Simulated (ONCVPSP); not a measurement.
# Logarithmic derivatives: vanadium (V), ONCV

```
Element                 : V
Generator               : ONCVPSP 4.0.1
Type                    : optimised norm-conserving Vanderbilt (ONCV)
Functional              : PBE
Relativity              : scalar-relativistic
Frozen core             : [Ne]
Valence charge          : 13
Reference configuration : 3s2 3p6 3d3 4s2
Partial waves           : 3s+4s: rc 1.70 bohr, ncon 4, nbas 9, qcut 7.3 1/bohr, 2 projectors; 3p: rc 1.00 bohr, ncon 4, nbas 7, qcut 7.6 1/bohr, 2 projectors, debl 1.3 Ha; 3d: rc 1.35 bohr, ncon 3, nbas 8, qcut 13.3 1/bohr, 1 projector
Local potential         : polynomial inside 0.65 bohr (lpopt 5, dvloc0 3 Ha)
Core correction         : Teter function, fcfact 3.75, rcfact 1.65
```

In the p channel the program set the typed energies aside and used -1.618, 0.250 Ha.

The phase is arctan(r·R′/R) of the radial function R(r), unwrapped; energies in Ha, scanned from -4 to 5 Ha. A pole is an energy at which the radial function vanishes at the test radius. The pseudo phase is shifted by a multiple of π to meet the all-electron one at the reference energy, and phase errors are pseudo minus all-electron; the curves can meet again beyond the range given. Levels narrower than the energy grid can be missing from the lists of poles.

```
channel  radius (bohr)  reference energy (Ha)  poles, all-electron  poles, pseudo  unbroken range about the reference energy with phases within 0.05 rad  phase error 1 Ha above the reference energy (rad)
      s           1.73                  -0.17                -2.32    -2.32, 4.52                                                              below 4.7                                             -0.003
      p           1.01                  -1.62                 3.03           3.03                                                        the whole range                                             -0.000
      d           1.37                  -0.19                 1.15           1.17                                                              below 3.0                                             +0.003
```

Phases in the d channel:

```json
{"E (Ha)": "-3.98", "all-electron": "1.198", "pseudo": "1.199"}
{"E (Ha)": "-3.50", "all-electron": "1.157", "pseudo": "1.159"}
{"E (Ha)": "-3.02", "all-electron": "1.102", "pseudo": "1.104"}
{"E (Ha)": "-2.54", "all-electron": "1.022", "pseudo": "1.024"}
{"E (Ha)": "-2.06", "all-electron": "0.894", "pseudo": "0.897"}
{"E (Ha)": "-1.58", "all-electron": "0.661", "pseudo": "0.665"}
{"E (Ha)": "-1.10", "all-electron": "0.193", "pseudo": "0.197"}
{"E (Ha)": "-0.62", "all-electron": "-0.538", "pseudo": "-0.537"}
{"E (Ha)": "-0.14", "all-electron": "-1.069", "pseudo": "-1.069"}
{"E (Ha)": "0.34", "all-electron": "-1.339", "pseudo": "-1.337"}
{"E (Ha)": "0.82", "all-electron": "-1.494", "pseudo": "-1.491"}
{"E (Ha)": "1.30", "all-electron": "-1.603", "pseudo": "-1.596"}
{"E (Ha)": "1.78", "all-electron": "-1.694", "pseudo": "-1.683"}
{"E (Ha)": "2.26", "all-electron": "-1.786", "pseudo": "-1.765"}
{"E (Ha)": "2.74", "all-electron": "-1.894", "pseudo": "-1.857"}
{"E (Ha)": "3.22", "all-electron": "-2.046", "pseudo": "-1.975"}
{"E (Ha)": "3.70", "all-electron": "-2.299", "pseudo": "-2.148"}
{"E (Ha)": "4.18", "all-electron": "-2.766", "pseudo": "-2.437"}
{"E (Ha)": "4.66", "all-electron": "-3.435", "pseudo": "-2.928"}
```
